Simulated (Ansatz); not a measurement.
`O=C[SiH]([SiH3])Cl` + `[SiH3][SiH]1[CH2][GeH2]1` → `O=C[SiH]([SiH3])[SiH3]` + `Cl[SiH]1[CH2][GeH2]1`  (redistribution)

Computed with Ansatz on PBE0-D4/def2-TZVP structures; ΔE is electronic, products minus reactants. CCSD(T)/CBS is the MP2 limit (def2-TZVPP, def2-QZVPP) plus CCSD(T) − MP2 in def2-TZVPP, frozen cores. DFT in def2-TZVPP. B3LYP here is the variant with VWN-RPA as its local correlation; programs differ in this. For Ge outer-core shells are correlated without core-valence functions, which leaves a few kJ/mol of doubt a bond. Scalar relativity is left out up to krypton. Each species was taken in one conformer, which may not be the lowest.

`O=C[SiH]([SiH3])Cl`:

```xyz
10

O     2.157    0.864    0.968
C     1.042    0.756    1.409
Si   -0.160   -0.551    0.659
Si   -0.500   -0.111   -1.613
Cl   -1.949   -0.435    1.680
H     0.697    1.413    2.242
H     0.436   -1.888    0.906
H    -1.468   -1.095   -2.162
H     0.794   -0.216   -2.335
H    -1.049    1.262   -1.755
```

`[SiH3][SiH]1[CH2][GeH2]1`:

```xyz
12

Si    1.998    0.942   -0.043
Si   -0.309    0.759   -0.225
C    -1.180   -0.417    0.976
Ge   -1.239   -1.261   -0.832
H     2.537   -0.411    0.259
H     2.399    1.869    1.050
H     2.587    1.427   -1.319
H    -1.054    2.003   -0.545
H    -0.575   -0.923    1.724
H    -2.137   -0.096    1.379
H    -0.391   -2.525   -0.980
H    -2.637   -1.366   -1.443
```

`O=C[SiH]([SiH3])[SiH3]`:

Z-matrix (Å, degrees):
```
Si
C 1 1.931
Si 1 2.338 2 108.6
Si 1 2.343 2 106.9 3 -120.7
H 1 1.492 2 108.1 3 122.3
O 2 1.204 1 122.2 3 28.0
H 2 1.116 1 118.3 3 -153.3
H 3 1.488 1 109.1 2 174.7
H 3 1.486 1 110.4 2 54.9
H 3 1.485 1 109.6 2 -66.1
H 4 1.486 1 109.3 2 62.9
H 4 1.488 1 110.5 2 -57.2
H 4 1.487 1 109.8 2 -177.4
```

`Cl[SiH]1[CH2][GeH2]1`:

```xyz
9

Cl   -2.229    1.691   -0.652
Si   -0.677    0.380   -0.920
C     0.813    0.594    0.174
Ge   -0.074   -1.157    0.669
H    -0.447    0.166   -2.366
H     1.802    0.553   -0.276
H     0.757    1.343    0.961
H     0.727   -2.416    0.334
H    -0.671   -1.153    2.076
```

```csv
level,ΔE (kJ/mol),difference from CCSD(T)/CBS
PBE-D4,2.7,-4.6
r2SCAN-D4,3.2,-4.1
PBE0-D4,4.1,-3.2
ωB97M-V,5.1,-2.2
B2PLYP,5.9,-1.4
PBE,3.1,-4.2
r2SCAN,3.4,-3.9
PBE0,4.5,-2.8
B3LYP,4.7,-2.6
HF/def2-TZVPP,8.1,0.8
MP2/def2-TZVPP,7.6,0.3
CCSD(T)/def2-TZVPP,6.6,-0.7
HF/def2-QZVPP,8.0,0.7
SCS-MP2/def2-QZVPP,8.1,0.8
MP2/CBS(def2),8.3,1.0
CCSD/CBS(def2),7.6,0.3
CCSD(T)/CBS,7.3,0
```

Largest T1 diagnostic among the species: 0.016.
